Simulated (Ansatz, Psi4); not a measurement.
## AlSbH3F (SMILES [F][AlH][SbH2]): the vertical ionisation energy, rung by rung

AlSbH3F has 6 atoms, charge 0, and is taken as a singlet. SMILES: `[F][AlH][SbH2]`. The coordinates come from a PBE0-D4/def2-TZVP relaxation. This is one conformer, not always the lowest.

Each level gives the vertical ionisation energy (to the doublet cation) (eV). The values are calculated.

```json
{"level": "HF/def2-SVP (core potential)", "kind": "Hartree–Fock", "program": "Psi4", "value (eV)": "8.48"}
{"level": "BLYP/def2-SVP (core potential)", "kind": "GGA", "program": "Ansatz", "value (eV)": "8.89"}
{"level": "M06-L/def2-SVP (core potential)", "kind": "meta-GGA", "program": "Psi4", "value (eV)": "9.05"}
{"level": "CAM-B3LYP/def2-SVP (core potential)", "kind": "range-separated hybrid", "program": "Ansatz", "value (eV)": "9.26"}
{"level": "B2PLYP/def2-SVP (core potential)", "kind": "double hybrid", "program": "Ansatz", "value (eV)": "9.13"}
{"level": "DSD-PBEP86/def2-SVP (core potential, density fitting for correlation)", "kind": "double hybrid", "program": "Psi4", "value (eV)": "9.18"}
{"level": "RPA@PBE0/def2-SVP (core potential)", "kind": "RPA", "program": "Ansatz", "value (eV)": "9.09"}
{"level": "MP3/def2-SVP (core potential)", "kind": "perturbation theory", "program": "Psi4", "value (eV)": "9.09"}
{"level": "CCSD/def2-SVP (core potential)", "kind": "coupled cluster or CI", "program": "Psi4", "value (eV)": "9.01"}
```

Spin-orbit coupling is left out. The values span 8.48 to 9.26 eV. In the correlated wave-function rows the outer d shell of Sb is correlated, in sets not made for it.
